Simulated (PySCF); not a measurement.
**Gas-phase XPS of carbonyl selenide, computed**

Carbonyl selenide, COSe.
Cartesian coordinates in Å at the PBE0-D3(BJ)/def2-SVP level; atoms count from 1:
```
atom  x, y, z in Å
O1    -1.1570    0.7381    0.0024
C2    -0.1575    0.1616   -0.0126
Se3    1.3211   -0.6915   -0.0347
```

The calculation used delta-SCF UKS SCAN, pcX-2 on the ionised atom, pcseg-1 elsewhere, spin-free X2C (PySCF). These are vertical core ionisation energies against the vacuum level, from separate self-consistent calculations with and without the core hole.

**Question.** Give the core binding energies atom by atom.

**Answer.** 
```csv
atom(s),bonded to,level,binding energy (eV),count
O1,C (double bond),O 1s,540.29,1
C2,O (double bond) and Se (double bond),C 1s,295.05,1
```

**Question.** Give the binding energy of O 1s of O1 in hartree and in kJ/mol.

**Answer.** 540.29 eV = 19.8553 Eh = 52130 kJ/mol.

**Question.** Which effective nuclear charge Zeff reproduces each element's mean 1s value in the hydrogen-like formula E = 13.606 eV × Zeff²?

**Answer.** C (Z = 6): mean 295.0 eV, Zeff = 4.66, Z − Zeff = 1.34; O (Z = 8): mean 540.3 eV, Zeff = 6.30, Z − Zeff = 1.70. Means run over the listed sites, weighted by atom count.

No level of selenium is listed. Isolated species at its PBE0-D3(BJ)/def2-SVP geometry, gas phase.
